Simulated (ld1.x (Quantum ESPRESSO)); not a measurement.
## u(r) = r·R(r): atom against pseudo-atom (argon (Ar))

Columns: radius, all-electron u(r) and pseudo u(r) of the 3p shell (level -13.20 eV) of argon in the configuration [Ne] 3s2 3p5.75; LDA (PZ), non-relativistic, PAW scheme, ld1.x (Quantum ESPRESSO) 7.5.

```csv
r (bohr),all-electron,pseudo
0.070,0.1464,-0.0090
0.140,0.3221,-0.0355
0.210,0.3959,-0.0781
0.280,0.3703,-0.1345
0.350,0.2764,-0.2017
0.420,0.1442,-0.2764
0.490,-0.0035,-0.3549
0.560,-0.1514,-0.4337
0.630,-0.2899,-0.5096
0.700,-0.4136,-0.5798
0.770,-0.5201,-0.6423
0.840,-0.6087,-0.6958
0.910,-0.6798,-0.7395
0.980,-0.7347,-0.7734
1.050,-0.7748,-0.7982
1.120,-0.8020,-0.8145
1.190,-0.8181,-0.8236
1.260,-0.8246,-0.8263
1.330,-0.8233,-0.8235
1.400,-0.8154,-0.8154
1.470,-0.8023,-0.8023
1.540,-0.7850,-0.7850
1.610,-0.7645,-0.7645
1.680,-0.7415,-0.7415
1.750,-0.7168,-0.7168
1.820,-0.6908,-0.6908
```

Task: How many radial nodes do the two functions have?

Result: The all-electron 3p function has n − l − 1 = 1; the pseudo-wave has 0, since the states of the same l below it are removed with the core.

Task: At about which radius was the pseudo-wave matched?

Result: 1.40 bohr, where the columns begin to agree (steps of 0.07 bohr).

Task: Is the pseudo-wave norm-conserving?

Result: No, it belongs to a PAW set: the norm inside the radius is not constrained, and the difference is carried by the augmentation charge.
